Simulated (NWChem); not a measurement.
# C₂H₃AgClN; SMILES CC#[N]->[Ag][Cl]

No frequency run checked for a minimum. def2 effective core potentials on Ag; no spin-orbit coupling.

### Question
Give the equilibrium geometry at PBE0/def2-SVP with def2 effective core potentials on Ag (NWChem) as an XYZ file, with the point group.

### Answer
point group C1; any orientation.
```
8

Ag     0.2322     0.2557    -0.3540
Cl     1.2483     1.4079    -2.0405
C     -1.9136    -2.1376     3.0567
C     -1.2405    -1.3936     2.0140
N     -0.7079    -0.8031     1.1795
H     -1.9113    -1.5599     3.9923
H     -1.3993    -3.0952     3.2234
H     -2.9537    -2.3344     2.7589
```
